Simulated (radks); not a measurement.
These are the eigenvalues of the occupied orbitals of an atom or ion with whole-number occupations (eV). All-electron calculation, non-relativistic Kohn-Sham, BLYP, spin-unpolarised, spherical densities, point nucleus. Program: a radial shooting solver on a logarithmic mesh with Libxc functionals.

orbital  eigenvalue
1s        -33931.09
2s        -8207.372

Which element is it, and in what charge state? The configuration may be excited.

Answer. Z = 51, antimony, charge +48: Sb48+ in [He] 2s1. The 1s level, -1246.9 hartree, gives Z - s = 49.9 by -(Z - s)^2/2, which with screening narrows Z to a few neighbours, and the depths must fix Z and the occupations together.
